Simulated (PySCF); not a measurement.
Low-lying terms of Xe⁶⁺ (xenon, charge +6)

Ground state [Kr] 4d10 5s2, ¹S. All numbers are calculated (PySCF 2.14, the spin-free X2C one-electron Hamiltonian (Gaussian nucleus), in x2c-SVPall with two added diffuse shells each of s, p type (8s7p3d, 44 functions)). Vertical excitation energies in eV without spin-orbit coupling; excited terms of each kind are numbered among those the solver found. Frozen: [Kr].

```csv
term,leading excitation,EOM-EE-CCSD
1 3P°,5s → p,12.690
1 1P°,5s → p,18.486
1 3D,5s → d,37.536
1 1D,5s → d,40.287
1 3S,5s → s,43.699
1 1S,5s → s,44.448
2 3P°,5s → p,49.499
2 1P°,5s → p,50.049
2 3S,5s → s,62.167
2 1S,5s → s,62.341
1 3F°,4d → p,67.448
```

The spin-orbit splitting of the hole, absent here, rivals or exceeds the spacing of these terms, so the LS terms are model states.

Only the lower part of the computed list is shown. Doubly excited terms such as np² are absent. The solver can miss terms.
